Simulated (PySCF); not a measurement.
## A ladder of Hamiltonians for Mo⁴⁰⁺ (molybdenum, charge +40)

Occupied: 1s1/2. Hartree-Fock calculated with PySCF 2.14 in an even-tempered Gaussian basis (19 s from 6.2 bohr⁻², ratio 2.3; 14 p from 7.4 bohr⁻², ratio 2.3), Gaussian nucleus throughout. NR is non-relativistic, sf-X2C the spin-free one-electron X2C Hamiltonian, X2C adds the bare one-electron spin-orbit term, X2C-SNSO screens it by Boettger's factors, DC is four-component Dirac-Coulomb, and the Gaunt and Breit terms are added at first order (total energies over the DC spinors, levels after relaxing the spinors in that mean field). QED terms are absent. Levels marked empty are virtual spinors of this ion.

```json
{"Hamiltonian": "NR", "E (hartree)": "-1737.8321"}
{"Hamiltonian": "sf-X2C", "E (hartree)": "-1779.8606"}
{"Hamiltonian": "X2C", "E (hartree)": "-1779.8606"}
{"Hamiltonian": "X2C-SNSO", "E (hartree)": "-1779.8606"}
{"Hamiltonian": "DC", "E (hartree)": "-1780.3460"}
{"Hamiltonian": "DC+Gaunt", "E (hartree)": "-1779.3536"}
{"Hamiltonian": "DC+Breit", "E (hartree)": "-1779.3536"}
```

| level (eV) | NR | sf-X2C | X2C | X2C-SNSO | DC | DC+Gaunt | DC+Breit |
| --- | --- | --- | --- | --- | --- | --- | --- |
| 1s1/2 | -23290.3 | -23842.8 | -23842.8 | -23842.8 | -23855.8 | -23829.2 | -23829.2 |
| 2s1/2 (empty) | -5552.0 | -5716.8 | -5716.8 | -5716.8 | -5718.1 | -5715.2 | -5715.5 |
| 2p1/2 (empty) | -5474.4 | -5543.4 | -5634.8 | -5632.5 | -5631.6 | -5625.6 | -5626.5 |
| 2p3/2 (empty) | -5474.4 | -5543.4 | -5501.1 | -5502.1 | -5503.1 | -5500.0 | -5500.9 |
| 3s1/2 (empty) | -2449.1 | -2506.6 | -2506.6 | -2506.6 | -2507.0 | -2506.2 | -2506.3 |

Task: How large are the two-electron picture-change error of X2C and the Breit correction in the total energy?

Result: X2C-1e lies 0.4854 hartree above Dirac-Coulomb; Gaunt adds 0.9923 and the full Breit term 0.9923 hartree.

```csv
interval (eV),X2C,X2C-SNSO,DC,DC+Gaunt,DC+Breit
2p3/2 − 2p1/2,133.7,130.4,128.5,125.7,125.7
```

Weight of the small component: 1s1/2 0.0237, 2s1/2 0.00562, 2p1/2 0.00558, 2p3/2 0.00545, 3s1/2 0.00246.

Koopmans' value for the highest occupied level at DC+Breit: 23829.2 eV, against an ionisation energy of 23810.7 eV (theoretical estimate listed by NIST; NIST Atomic Spectra Database, ionization energies); the former lacks relaxation, correlation, QED and recoil.

The whole ladder took 65 s of wall time on 1 thread of Neoverse-V1 (shared host), launched as `OMP_NUM_THREADS=1 python relrun2.py TASK.json OUT` (a driver that calls PySCF for each Hamiltonian).
